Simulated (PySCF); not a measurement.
# Where does 1,1,1-trifluoroacetone take a proton?

System: 1,1,1-trifluoroacetone, `CC(=O)C(F)(F)F` (C3H3F3O). Atom numbers as in the mapped SMILES `[CH3:1][C:2](=[O:3])[C:4]([F:5])([F:6])[F:7]`.

Computed at ωB97X-D3(BJ)/def2-TZVP // PBE0-D3(BJ)/def2-SVP with PySCF (density fitting, grid level 2). Zero-point and thermal terms (298.15 K, 1 bar) come from unscaled PBE0-D3(BJ)/def2-SVP harmonic frequencies, with soft modes damped to free rotors in the entropy.

```tsv
site	product	PA / eV	GB / eV
O3 (carbonyl oxygen)	CC(=[OH+])C(F)(F)F	7.66	7.32
```

PA is −ΔH and GB is −ΔG of B + H⁺ → BH⁺ in the gas phase. Sites whose products fell apart, merged with another or lost in a GFN2-xTB screen aren't listed.

In methanol the product from O3 is solvated 2.58 eV more strongly than the parent (electrostatics only).

Measured values (NIST Chemistry WebBook, evaluated or the median of agreeing entries): proton affinity (−ΔH) 724 kJ/mol (computed 739, difference 15); gas-phase basicity (−ΔG) 692 kJ/mol (computed 706, difference 14).

Hardware: 1 thread of Arm Neoverse N1, shared with other jobs. Command: `OMP_NUM_THREADS=1 python redox_run.py task.json out`. Structures, frequencies and single points: 14 min.
